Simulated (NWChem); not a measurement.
Everything below was run with NWChem. System: I$_{2}$Sn, charge 0, spin multiplicity 1, at a geometry optimised with PBE0/def2-SVP with def2 effective core potentials on Sn, I. The structure started from a generated list of species. Level: G0W0@PBE/def2-SVPD with def2 effective core potentials on Sn, I, RI basis def2-svpd-rifit, no spin-orbit coupling.

Job file:

```
start mol
memory heap 200 mb stack 700 mb global 1700 mb
geometry units angstroms nocenter noautoz
  Sn     0.000000     0.000000     1.187997
  I     -2.116140     0.000000    -0.560376
  I      2.116140     0.000000    -0.560376
  symmetry group C2v
end
basis spherical
  * library def2-svpd
end
ecp
  Sn library def2-ecp
  I library def2-ecp
end
basis "ri basis" bse spherical
  * library def2-svpd-rifit
end
dft
  xc xpbe96 cpbe96
  iterations 100
  direct
  tolerances tight
end
task dft energy
gw
  states alpha occ 4 vir 2
end
task dft gw
```

Output (cleaned and shortened):

```
             Northwest Computational Chemistry Package (NWChem) 7.3.0
             --------------------------------------------------------

                                NWChem Input Module
                                -------------------

 Scaling coordinates for geometry "geometry" by  1.889725989
 (inverse scale =  0.529177249)

 Turning off AUTOSYM since
 SYMMETRY directive was detected!

                             Geometry "geometry" -> ""
                             -------------------------

 Output coordinates in angstroms (scale by  1.889725989 to convert to a.u.)

  No.       Tag          Charge          X              Y              Z
 ---- ---------------- ---------- -------------- -------------- --------------
    1 Sn                  50.0000     0.00000000     0.00000000     1.18799700
    2 I                   53.0000    -2.11614000     0.00000000    -0.56037600
    3 I                   53.0000     2.11614000     0.00000000    -0.56037600

 Effective nuclear repulsion energy (a.u.)    1372.9573907043

            Nuclear Dipole moment (a.u.)
            ----------------------------
        X                 Y               Z
 ---------------- ---------------- ----------------
     0.0000000000     0.0000000000    -0.0000113384

      Symmetry information
      --------------------

 Group name             C2v
 Group number             16
 Group order               4
 No. of unique centers     2

      Symmetry unique atoms

     1    2


 Summary of "ao basis" -> "" (spherical)
 ------------------------------------------------------------------------------
       Tag                 Description            Shells   Functions and Types
 ---------------- ------------------------------  ------  ---------------------
 *                         def2-svpd                  on all atoms

 Summary of "ri basis" -> "" (spherical)
 ------------------------------------------------------------------------------
       Tag                 Description            Shells   Functions and Types
 ---------------- ------------------------------  ------  ---------------------
 *                      def2-svpd-rifit               on all atoms

  pbe96 is a nonlocal functional; adding pw91lda local functional.

                                 NWChem DFT Module
                                 -----------------

 Summary of "ao basis" -> "ao basis" (spherical)
 ------------------------------------------------------------------------------
       Tag                 Description            Shells   Functions and Types
 ---------------- ------------------------------  ------  ---------------------
 Sn                        def2-svpd                12       32   5s4p3d
 I                         def2-svpd                13       35   5s5p3d

 Summary of "ao basis" -> "ao basis" (spherical)
 ------------------------------------------------------------------------------
       Tag                 Description            Shells   Functions and Types
 ---------------- ------------------------------  ------  ---------------------
 Sn                        def2-svpd                12       32   5s4p3d
 I                         def2-svpd                13       35   5s5p3d

      Symmetry analysis of basis
      --------------------------

        a1         39
        a2         14
        b1         31
        b2         18

            General Information
            -------------------
          SCF calculation type: DFT
          Wavefunction type:  closed shell.
[...]
  ----- ------------  ---------------      ----- ------------  ---------------
    44      0.360168  2 I  px                79      0.360168  3 I  px
    47      0.313636  2 I  px                82      0.313636  3 I  px
    46     -0.262059  2 I  pz                81      0.262059  3 I  pz
    49     -0.225852  2 I  pz                84      0.225852  3 I  pz
    41     -0.145019  2 I  px                76     -0.145019  3 I  px

 Vector   37  Occ=0.000000D+00  E=-1.457166D-01  Symmetry=b2
              MO Center=  3.3D-14,  1.4D-15,  8.9D-01, r^2= 4.6D+00
   Bfn.  Coefficient  Atom+Function         Bfn.  Coefficient  Atom+Function
  ----- ------------  ---------------      ----- ------------  ---------------
    13      0.585094  1 Sn py                16      0.490472  1 Sn py
    48     -0.210349  2 I  py                83     -0.210349  3 I  py
    45     -0.208139  2 I  py                80     -0.208139  3 I  py
    10     -0.175424  1 Sn py                 7     -0.162762  1 Sn py
    42      0.082012  2 I  py                77      0.082012  3 I  py

 Vector   38  Occ=0.000000D+00  E=-8.320086D-02  Symmetry=a1
              MO Center=  1.2D-13, -1.4D-15,  7.1D-01, r^2= 7.2D+00
   Bfn.  Coefficient  Atom+Function         Bfn.  Coefficient  Atom+Function
  ----- ------------  ---------------      ----- ------------  ---------------
    14      0.512801  1 Sn pz                17      0.498161  1 Sn pz
     3     -0.373234  1 Sn s                  4     -0.335265  1 Sn s
     5      0.313541  1 Sn s                 47      0.289359  2 I  px
    82     -0.289359  3 I  px                44      0.234672  2 I  px
    79     -0.234672  3 I  px                36      0.167909  2 I  s

 Vector   39  Occ=0.000000D+00  E=-7.130160D-02  Symmetry=b1
              MO Center= -2.0D-14, -1.6D-15,  7.8D-01, r^2= 7.0D+00
   Bfn.  Coefficient  Atom+Function         Bfn.  Coefficient  Atom+Function
  ----- ------------  ---------------      ----- ------------  ---------------
    12      0.542071  1 Sn px                15      0.515562  1 Sn px
    49      0.249137  2 I  pz                84     -0.249137  3 I  pz
    46      0.211196  2 I  pz                81     -0.211196  3 I  pz
    35      0.195021  2 I  s                 70     -0.195021  3 I  s
    36      0.167200  2 I  s                 71     -0.167200  3 I  s

 center of mass
 --------------
 x =   0.00000000 y =   0.00000000 z =  -0.01096558

 moments of inertia (a.u.)
 ------------------
         878.787107773779           0.000000000000           0.000000000000
           0.000000000000        4937.417013778257           0.000000000000
           0.000000000000           0.000000000000        4058.629906004478

     Multipole analysis of the density
     ---------------------------------

     L   x y z        total         alpha         beta         nuclear
     -   - - -        -----         -----         ----         -------
     0   0 0 0     -0.000000    -36.000000    -36.000000     72.000000

     1   1 0 0     -0.000000     -0.000000     -0.000000      0.000000
     1   0 1 0     -0.000000     -0.000000     -0.000000      0.000000
     1   0 0 1      0.921424      2.239762      2.239762     -3.558101

     2   2 0 0    -61.940380   -430.755169   -430.755169    799.569959
     2   1 1 0     -0.000000     -0.000000     -0.000000      0.000000
     2   1 0 1      0.000000      0.000000      0.000000      0.000000
     2   0 2 0    -57.318567    -28.659283    -28.659283      0.000000
     2   0 1 1      0.000000      0.000000      0.000000      0.000000
     2   0 0 2    -56.246805   -111.597878   -111.597878    166.948950

 Task  times  cpu:       12.0s     wall:       12.0s

                                NWChem Input Module
                                -------------------

                                 NWChem GW Module
                                 ----------------

                             ***********************
                             ***        GW       ***
                             ***********************

 Summary of "ri basis" -> "ri basis" (spherical)
 ------------------------------------------------------------------------------
       Tag                 Description            Shells   Functions and Types
 ---------------- ------------------------------  ------  ---------------------
 Sn                     def2-svpd-rifit             34      130   10s9p8d5f2g
 I                      def2-svpd-rifit             34      130   10s9p8d5f2g

                 Memory Information
                 ------------------
          Available GA per process is          1699.9 MBs
          Available stack per process is        700.0 MBs
          Available heap per process is           0.0 MBs

          Peak memory in Initialization
              Peak GA per process is                 12.6 MBs
              Peak stack per process is               0.1 MBs
              Peak heap per process is               13.2 MBs
              Memory not in MA per process            0.0 MBs

          Peak memory in AFF Calculation
              Peak GA per process is                 61.5 MBs
              Peak stack per process is              43.1 MBs
              Peak heap per process is                0.0 MBs
              Memory not in MA per process           43.1 MBs

          Computing 2-center integrals
          Computing Inverse Cholesky factor
          Computing 3-center integrals
          Computing V_xc ...

          Computing Sigma_x
          Computing RPA polarizability
          Solving quasiparticle equations

                  Alpha Orbitals
          State     Energy (eV)     Error (eV)
          -----------------------------------
@GW        33         -8.729           0.004
@GW        34         -8.310           0.004
@GW        35         -8.105           0.004
@GW        36         -8.158           0.004
@GW        37         -1.617           0.005
@GW        38          0.298           0.005

   Applying  -1.8408 eV scissor-shift to rest of particle states

   Applying   2.3477 eV scissor-shift to rest of hole states

     GW Timing Statistics
   ------------------------
   Init.   :          0.1s
     ERIs  :          1.4s
     Distr.:          0.0s
     Vxc   :          0.3s
   Sigma_x :          0.0s
   RPA     :          4.1s
   Wmn     :          0.1s
   Sigma_c :          0.0s
   GW total:          6.1s

 Task  times  cpu:        6.1s     wall:        6.1s

 Total times  cpu:       18.2s     wall:       18.2s
```
